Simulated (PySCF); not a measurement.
# What binds TlS: the parts of the energy along the bond

State: ²Π, doublet, unpaired electrons π ↑. ROHF-based CCSD(T) in PySCF 2.14 with Tl cc-pwCVDZ-PP with ECP60, S aug-cc-pV(D+d)Z and Tl cc-pwCVTZ-PP with ECP60, S aug-cc-pV(T+d)Z (frozen core orbitals: 9; scalar-relativistic core potentials). Correlation energies are extrapolated as n⁻³ (n = 2, 3), Hartree–Fock as (n+1)·exp(−9√n). All energies in eV from Tl + S.

| R (Å) | HF/CBS | CCSD corr. | (T) | total |
| --- | --- | --- | --- | --- |
| 2.2943 | -1.354 | -1.016 | -0.1432 | -2.513 |
| 2.3985 | -1.675 | -0.985 | -0.1431 | -2.803 |
| 2.5028 | -1.837 | -0.960 | -0.1435 | -2.940 |
| 2.6071 | -1.887 | -0.938 | -0.1443 | -2.970 |
| 2.7114 | -1.861 | -0.919 | -0.1452 | -2.925 |
| 2.8417 | -1.756 | -0.898 | -0.1463 | -2.800 |
| 2.9721 | -1.601 | -0.879 | -0.1473 | -2.627 |

A fit to the total gives Re = 2.5903 Å, De = 2.971 eV, ωe = 266.4 cm⁻¹, Be = 0.09084 cm⁻¹ (masses 204.9744 and 31.9721 u).

Q: At R = 2.6071 Å the CCSD correlation energy is -0.454353 hartree in the smaller basis and -0.608226 in the larger. Extrapolate it.

A: (3³·E3 − 2³·E2)/(3³ − 2³) = -0.67301 hartree; the larger basis holds 90.4 % of it.

The T1 diagnostic is 0.019. The state was picked by a PBE0 search and need not be the measured ground state. Spin–orbit coupling, excitations beyond (T) and corrections to the Born–Oppenheimer picture are left out, and spin–orbit coupling matters for open p, d or f shells this heavy.
